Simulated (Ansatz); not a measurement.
Total energies of `[CH3][Zr]12345678([Cl])([C@H]9[C@@H]1[C@@H]2[C@@H]3[C@H]94)[C@H]1[C@@H]5[C@@H]6[C@@H]7[C@H]18`.

```tsv
atom	x (Å)	y (Å)	z (Å)
C1	1.903	0.808	1.059
Zr2	-0.179	0.170	0.430
Cl3	-1.373	0.886	2.407
C4	-0.689	2.489	-0.438
C5	-1.784	1.676	-0.801
C6	-1.330	0.723	-1.732
C7	0.051	0.946	-1.945
C8	0.440	2.045	-1.153
C9	0.387	-2.023	1.575
C10	1.148	-1.982	0.387
C11	0.255	-2.023	-0.701
C12	-1.062	-2.086	-0.183
C13	-0.972	-2.103	1.223
H14	2.691	0.665	0.313
H15	1.877	1.872	1.317
H16	2.190	0.252	1.957
H17	-0.711	3.285	0.290
H18	-2.784	1.750	-0.402
H19	-1.930	-0.039	-2.206
H20	0.691	0.388	-2.612
H21	1.433	2.462	-1.095
H22	0.776	-1.967	2.581
H23	2.223	-1.919	0.325
H24	0.526	-2.018	-1.746
H25	-1.972	-2.143	-0.761
H26	-1.803	-2.116	1.911
```

Charge 0, multiplicity 1. Correlated methods include outer-core shells of Zr, which these sets cover unevenly. Zr takes the def2 core potential. Geometry: relaxed with PBE0-D4/def2-TZVP. Basis def2-TZVPP, Ansatz.

RPA on PBE orbitals: Hartree–Fock energy of these orbitals -930.30876 Eh, correlation -3.73087 Eh (frozen core).

```tsv
functional	energy without D4 (Eh)	D4 term (kJ/mol)
LDA (SPW92)	-929.03484	–
PBE	-933.81955	-88.9
revPBE	-934.38572	-240.3
BLYP	-934.29803	-185.7
r2SCAN	-934.32001	-25.5
B97M-V	-934.50453	–
PBE0	-933.89173	-77.5
B3LYP	-934.59082	-140.7
r2SCANh	-934.28593	-27.1
r2SCAN0	-934.23769	-29.8
HSE06 (plane-wave form)	-933.85751	-73.0
BHLYP	-934.19155	-112.4
CAM-B3LYP	-934.27755	-80.0
LC-ωPBE	-934.15471	–
ωB97X-V	-934.36103	–
ωB97M-V	-934.29062	–
B2PLYP	-933.97019	–
PBE-QIDH	-933.70800	–
```

B3LYP takes the VWN-RPA correlation (the form of Gaussian; ORCA's B3LYP/G). HSE06 is the plane-wave form, built on full-range PBE exchange. The double hybrids freeze the cores in their second-order part.

LC-ωPBE has ω = 0.4 bohr⁻¹.
